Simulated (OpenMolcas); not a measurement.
A calculation on P III.

```yaml
Program: OpenMolcas 26.06
Method: "SS-CASPT2, IPEA 0.25 Eh, imaginary shift 0.1 Eh (closed shells correlated: 2s 2p)"
Basis: ANO-RCC-VQZP [6s5p3d2f1g]
Scalar_Hamiltonian: DKH2, point nucleus
Active_space: 3 electrons in 4 orbitals (3s 3p)
State_averaging: 2S+1 = 4 odd, 1 root (0 in the spin-orbit step); 2S+1 = 2 odd, 3 roots; 2S+1 = 4 even, 3 roots; 2S+1 = 2 even, 6 roots
Spin-orbit_coupling: RASSI with atomic mean-field integrals over the reference wave functions, term energies averaged over their components
```

(1) Which level of the active space comes out lowest?

(2) How high does 3s 3p2 4P 1/2 lie?

(3) How high does 3s2 3p 2P* 3/2 lie?

(4) How high does 3s 3p2 2D 5/2 lie?

Measured values: Martin, Zalubas and Musgrove, J. Phys. Chem. Ref. Data 14, 751 (1985).

Answers

(1) 3s2 3p 2P* 1/2, with 100 % of that term; it is also the measured ground level.

(2) 54861 cm-1 above the lowest level; measured 56922 cm-1 above the ground level, so the calculation is off by -4 %.

(3) 494 cm-1 above the lowest level; measured 559 cm-1 above the ground level, so the calculation is off by -12 %.

(4) 77742 cm-1 above the lowest level.

Over all roots computed the reference weight is 0.92 to 0.99; the roots of lowest weight are the least certain, and an intruder state may touch them. Terms of s pⁿ other than that of highest spin mix with s² pⁿ⁻² d, which this space lacks; all of them can be thousands of cm-1 off, and some have no real level of that name. Measured partners are found by configuration, term and J. A level has none where our copy of the source lacks it or the pairing is in doubt (some pairs that miss far off the trend of their configuration count as doubtful), and it then counts in no deviation. Levels of configurations outside the active space are missing.

* marks odd parity.
